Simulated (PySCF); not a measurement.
PySCF 2.14 output of an unrestricted PBEsol calculation on a single atom or ion in x2c-TZVPPall, with scalar relativity by spin-free X2C-1e:

```
SCF conv_tol = 1e-09
number electrons alpha = 35  beta = 27
    J. P. Perdew, A. Ruzsinszky, G. I. Csonka, O. A. Vydrov, G. E. Scuseria, L. A. Constantin, X. Zhou, and K. Burke.,  Phys. Rev. Lett. 100, 136406 (2008)
    J. P. Perdew, A. Ruzsinszky, G. I. Csonka, O. A. Vydrov, G. E. Scuseria, L. A. Constantin, X. Zhou, and K. Burke.,  Phys. Rev. Lett. 100, 136406 (2008)
cycle= 1 E= -10839.1548572042  delta_E= -0.025  |g|= 0.418  |ddm|= 0.633
cycle= 2 E= -10839.1026228732  delta_E= 0.0522  |g|=  0.8  |ddm|= 0.581
cycle= 3 E= -10839.1758243781  delta_E= -0.0732  |g|= 0.0165  |ddm|= 0.373
cycle= 4 E= -10839.1758706753  delta_E= -4.63e-05  |g|= 0.00338  |ddm|= 0.0148
cycle= 5 E= -10839.1758725833  delta_E= -1.91e-06  |g|= 8.64e-05  |ddm|= 0.00316
cycle= 6 E= -10839.175872586  delta_E= -2.61e-09  |g|= 1.91e-05  |ddm|= 0.000181
cycle= 7 E= -10839.175872586  delta_E= -8.37e-11  |g|= 4.68e-07  |ddm|= 2.44e-05
converged SCF energy = -10839.175872586  <S^2> = 20.00308  2S+1 = 9.0006843
```

The run itself started from symmetry-adapted Hartree-Fock orbitals and held the occupation by maximum overlap, on a logarithmic radial grid, so the iterations belong to that start.

Q: Which element, charge and spin multiplicity is this?

A: Eu⁺ (europium, charge +1), multiplicity 9; the state was [Xe] 4f7 6s1, high-spin 9S determinant.

Spin-orbit coupling, which splits the p, d and f shells strongly at this Z, is absent.
